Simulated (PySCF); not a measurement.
ZrCl4, singlet: structure and spectrum

Computed with B3LYP in PySCF with Zr def2-TZVP with ECP28, Cl def2-TZVP; scalar-relativistic core potentials, no spin–orbit coupling; density-fitted integrals.

The structure is a minimum.

```
Point group                                                                   : Td
Bond lengths                                                                  : Zr–Cl 2.336 Å (×4)
Bond angles                                                                   : Cl–Zr–Cl 109.5° (×6)
Principal quadrupole moments (Buckingham, traceless) about the centre of mass : 0.00, 0.00, 0.00 D Å
Heat capacity Cp at 298.15 K                                                  : 98.2 J/(mol K)
Principal polarisabilities                                                    : 90.6, 90.6, 90.6 bohr³
Zero-point energy                                                             : 13.0 kJ/mol
Rotational constants                                                          : 0.03313, 0.03313, 0.03313 cm⁻¹
Lowest empty level                                                            : -2.99 eV
Highest occupied level                                                        : -9.43 eV
Dipole moment                                                                 : 0.00 D
Rotational symmetry number                                                    : 12
Entropy at 298.15 K and 1 bar                                                 : 367.9 J/(mol K)
Atomisation energy without zero-point energy                                  : 1909 kJ/mol
Enthalpy at 298.15 K above 0 K                                                : 22.58 kJ/mol
```

Harmonic modes (masses in u: Zr 89.905, Cl 34.969):
```csv
symmetry,ω (cm⁻¹),"IR (km/mol, summed over degenerate members)"
e,99,0.0
t2,110,8.6
a1,373,0.0
t2,421,348
```

In Td the vibrations span e + 2t2 + a1. The a1, e modes carry no infrared intensity, as symmetry demands.

Charges (e):
| atom | Mulliken | Löwdin | polar tensor | Mayer order to Zr1 |
| --- | --- | --- | --- | --- |
| Zr1 | 1.32 | -0.48 | 2.26 | – |
| Cl2,3,4,5 | -0.33 | 0.12 | -0.57 | 1.12 |

Mulliken populations on Zr1 (electrons outside its core potential): s 2.26, p 6.32, d 2.01, f 0.08.

Outer orbital energies (eV). occupied: -10.46, -10.46, -9.96, -9.96, -9.96, -9.43, -9.43, -9.43; empty: -2.99, -2.99, -2.18, -2.18.

Formally Zr is in oxidation state +4, d0. The polar-tensor charge on Zr, 2.26, is far below the formal one.

Other isomers or separated fragments may lie lower.

The final relaxation and frequency run took 54 s on 4 threads of a shared Arm Neoverse V1 host, with 188 basis functions and 6 gradients; the process peaked at 2.1 GiB. Launch command: `OMP_NUM_THREADS=4 python axn.py task.json out`.
